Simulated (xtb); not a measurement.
C3H6ClFSi, SMILES C/C(Cl)=C/[SiH2]F. All values are semi-empirical tight-binding results from xtb (GFN2-xTB unless named), good for trends rather than for accurate numbers. Coordinates come from a GFN2-xTB optimisation. The structure was generated by enumeration; whether it is a known compound was not checked. Other conformers were not sampled.

The point group as xtb finds it is Cs. The orbital gap comes out as 4.18 eV and the dipole moment is 1.97 D. The zero-point energy comes out as 49.3 kcal/mol. The G − E(el) at 298.15 K (modified RRHO) comes out as 28.2 kcal/mol, the static polarisability (D4 model) is 79.7 bohr³ and the solvation energy, GFN2-xTB/ALPB(water) comes out as -1.3 kcal/mol. The solvation energy, GFN2-xTB/ALPB(acetonitrile) is -3.8 kcal/mol.
